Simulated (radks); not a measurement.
Results of a calculation; reference values are marked as such.
Problem. Ionisation of Eu+, [Xe] 4f7 6s1, to Eu2+, [Xe] 4f7, under several functionals. Dirac Kohn-Sham, spin-unpolarised, spherical densities, finite nucleus; open shells are shared between the two j in proportion to 2j + 1; a radial shooting solver on a logarithmic mesh with Libxc functionals. Known Delta-SCF values: exchange-only B88 10.693 eV; LDA (Slater exchange, Perdew-Wang correlation) 11.435 eV. What does BP86 give, and what is its highest occupied eigenvalue?

Solution. 11.264 eV by Delta-SCF; the 6s1/2 eigenvalue is -8.715 eV. NIST: 11.24 eV (semi-empirical).

Beside tabulated values, note that spin-unpolarised runs miss the spin-polarisation part of the exchange energy of open shells.
